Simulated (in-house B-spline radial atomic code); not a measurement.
**BLYP excitations of the rubidium ion Rb⁷⁺**

Method: BLYP. Computed with an all-electron radial atomic-structure program (B-spline basis): linear response of the closed shell [Ar] 3d10 4s2 with the functional's adiabatic kernel; scalar-relativistic (spin-free one-electron X2C), finite nucleus, no spin-orbit coupling, no double excitations, S, P, D and F terms only; shells from n = 2 respond. Only terms of natural parity with L up to 3 were computed.

Command:
```bash
python run_td.py task.json out
```
Settings (radii: box in bohr, nucleus in fm):
```
Z                        37
electrons                30
configuration            [Ar] 3d10 4s2
hamiltonian              x2c
method                   b88,lyp
box_radius               12.81
rms_radius               4.2036
intervals                70
```

Cost of the run: 1.5 s on 1 thread of Arm Neoverse N1, with other jobs on the host.

The lowest states, in the order of their Tamm-Dancoff energies; the method's threshold (minus the highest occupied level) is 125.68 eV. Labels give the largest channel, * marks a mixed state, and oscillator strengths are full-response dipole values. Semilocal kernels can invert the small singlet-triplet splittings of Rydberg terms. Energies in eV:

```
     state  full response  Tamm-Dancoff  oscillator strength
4s → 4p 3P         17.500        17.661                    -
4s → 4p 1P         24.436        25.282                 1.51
4s → 4d 3D          47.58         47.65                    -
4s → 4d 1D          50.64         50.68                    -
4s → 5s 3S          64.03         64.03                    -
4s → 5s 1S          65.78         65.83                    -
4s → 5p 3P          71.65         71.66                    -
4s → 5p 1P          72.59         72.64                 0.11
4s → 4f 3F          73.33         73.38                    -
4s → 4f 1F          74.92         74.93                    -
4s → 5d 3D          83.57         83.58                    -
4s → 5d 1D          84.19         84.20                    -
4s → 6s 3S              ?             ?                    -
4s → 6s 1S          90.64         90.66                    -
4s → 6p 3P              ?             ?                    -
4s → 6p 1P          93.94         93.95               0.0474
```

(1) Where does 4s → 6s 3S lie?

(2) Where does 4s → 6p 3P lie?

(3) How large is the singlet-triplet splitting of 4s → 4p (P terms) in Tamm-Dancoff?

(4) What polarisabilities and dispersion coefficient does the method give?

Answers

(1) At 90.11 eV in full response, 90.11 eV in Tamm-Dancoff.

(2) At 93.60 eV in full response, 93.60 eV in Tamm-Dancoff.

(3) 7.62 eV, from the unrounded values.

(4) Dipole 2.076 bohr³, quadrupole 2.014 bohr⁵, C6 3.493 hartree·bohr⁶ for two such species.
